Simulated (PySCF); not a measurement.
PySCF 2.14 output of an unrestricted LDA calculation on a single atom or ion in dyall-av3z (24s17p10d3f2g, 164 functions), with the non-relativistic Hamiltonian (point nucleus):

```
SCF conv_tol = 1e-09
number electrons alpha = 12  beta = 9
    P. A. M. Dirac.,  Math. Proc. Cambridge Philos. Soc. 26, 376 (1930)
    F. Bloch.,  Z. Phys. 57, 545 (1929)
    S. H. Vosko, L. Wilk, and M. Nusair.,  Can. J. Phys. 58, 1200 (1980)
cycle= 1 E= -847.073123009945  delta_E= -0.0252  |g|= 0.0489  |ddm|= 0.11
cycle= 2 E= -847.072719221373  delta_E= 0.000404  |g|= 0.0566  |ddm|= 0.0378
cycle= 3 E= -847.073569796096  delta_E= -0.000851  |g|= 0.00999  |ddm|= 0.0224
cycle= 4 E= -847.073590372353  delta_E= -2.06e-05  |g|= 0.00108  |ddm|= 0.00239
cycle= 5 E= -847.073590768684  delta_E= -3.96e-07  |g|= 4.13e-05  |ddm|= 0.00046
cycle= 6 E= -847.073590769203  delta_E= -5.19e-10  |g|= 1.12e-06  |ddm|= 1.78e-05
converged SCF energy = -847.073590769203  <S^2> = 3.750128  2S+1 = 4.000064
```

The run itself started from symmetry-adapted Hartree-Fock orbitals and held the occupation by maximum overlap, on a logarithmic radial grid, so the iterations belong to that start.

**Question.** Which element, charge and spin multiplicity is this?

**Answer.** Ti⁺ (titanium, charge +1), multiplicity 4; the state was [Ar] 3d3, high-spin 4F determinant (an excited configuration).
